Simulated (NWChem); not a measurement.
MgH2S2; SMILES [SH][Mg][SH]

```xyz
5

Mg    -0.0654    -0.2172     0.3536
S      0.0511    -2.5214     0.3951
H      0.9686    -2.5683    -0.5987
S     -0.1644     2.0883     0.3691
H     -1.1424     2.1292    -0.5652
```
Atoms are numbered in this order, from 1.

Results from NWChem. Pople sets run with spherical d functions. Coordinates come from a PBE0/def2-SVP optimisation. B3LYP is NWChem's, with the RPA form of VWN correlation. Vzz is the largest principal value of the second derivative of the potential at the nucleus (NWChem prints the opposite sign); η is the asymmetry. Non-relativistic.

```tsv
level	Vzz Mg1 (a.u.)	η Mg1	Vzz S2 (a.u.)	η S2	Vzz S4 (a.u.)	η S4
Hartree-Fock/cc-pVTZ	-0.782	0.00	1.855	0.55	1.854	0.55
Hartree-Fock/def2-SVP	-0.839	0.00	1.822	0.55	1.821	0.56
B3LYP/cc-pVTZ	-0.713	0.01	1.748	0.70	1.747	0.70
B3LYP/6-31G*	…	0.01	1.753	0.74	1.752	0.74
```

### Question
What belongs in the gaps?

### Answer

- B3LYP/6-31G*, Vzz Mg1 (a.u.): -0.580
